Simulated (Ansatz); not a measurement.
Computed with Ansatz on PBE0-D4/def2-TZVP structures; ΔE is electronic, products minus reactants. CCSD(T)/CBS adds triple-zeta CCSD(T) − MP2 to the extrapolated MP2 energy (def2 sets, frozen cores). This one scheme is used for every species. Functionals use def2-TZVPP. B3LYP here is the variant with VWN-RPA as its local correlation; programs differ in this. For Ge, Se outer-core shells are correlated without core-valence functions, which leaves a few kJ/mol of doubt a bond. Scalar relativity is left out up to krypton. One conformer a species, not always the lowest.

Consider the formal exchange of groups at the Se–Ge bond: `O=[CH][GeH2][SeH]` + `OC=S` → `OC(=S)[SeH]` + `O=[CH][GeH3]`.

```tsv
level	ΔE (kJ/mol)
B3LYP-D4	66.1
ωB97X-V	66.6
PBE	61.8
SCS-MP2/def2-QZVPP	67.8
```

(1) What does CCSD(T)/CBS give? (Estimate.)

Largest T1 diagnostic among the species: 0.018.

Results:

(1) Ansatz gave: +69.6 kJ/mol. The listed levels differ from it by -3.5, -3.0, -7.8, -1.8 kJ/mol.

In def2-TZVPP, CCSD(T) changes the Hartree–Fock value by −15.2 kJ/mol (the triples alone add −3.5 kJ/mol) and MP2 by −18.8 kJ/mol. From PBE to PBE0 (25 % exact exchange), in def2-TZVPP and without D4, ΔE moves by +5.5 kJ/mol.
